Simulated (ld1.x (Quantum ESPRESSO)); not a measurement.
chromium: TM pseudisation with LDA (PZ), fully relativistic reference atom.

| Quantity | Value |
| --- | --- |
| Element | chromium (Cr) |
| Generator | ld1.x (Quantum ESPRESSO) 7.5 |
| Type | norm-conserving Troullier–Martins (Kleinman–Bylander form) |
| Functional | LDA (PZ) |
| Relativity | fully relativistic |
| Frozen core | [Ne] 3s2 |
| Valence charge | 12 |
| Reference configuration | 3p6 3d5 4s1 4p0 |
| Partial waves | 4s (bound): rc 2.15 bohr; 3p (bound): rc 1.20 bohr; 3d (bound): rc 1.05 bohr |
| Local potential | all-electron potential smoothed inside 1.65 bohr (lloc = -2) |
| Core correction | none |

Open shells are filled in proportion to 2j + 1 (rel_dist='average').

Question: Does the generator finish with these settings?

Answer: Yes, a potential is produced.

Question: Estimate the cutoffs (Ry, on a coarse ladder) from which the occupation-weighted sum of valence levels, in a spherical-Bessel basis at the reference potential, stays within 10 and 1 mRy of its value at 400 Ry.

Answer: 160 Ry and 180 Ry.

Question: Does the potential have ghost states?

Answer: No extra level below or beside the all-electron valence levels (s, p1/2, p3/2, d3/2, d5/2, f tested). The logarithmic derivative shows an extra or strongly shifted pseudo pole above the reference energy (s near 0.82 Ry).

Question: Which valence shell sets the plane-wave cutoff?

Answer: 3d: its level needs 180 Ry to come within 1 mRy, against 80 Ry for 3p.

Question: Tests: 3p6 3d5 4s0 4p0; 3p6 3d4 4s0 4p0; 3p6 3d3 4s0 4p0; 3p6 3d4 4s1 4p1; 3p6 3d2 4s0 4p0; 3p6 3d5 4s0.5 4p0; 3p6 3d4 4s1 4p0. Which has the largest error in its energy relative to the reference configuration, and how large is it?

Answer: 3p6 3d2 4s0 4p0, with -210 meV (all-electron minus pseudo) on +103.14 eV.
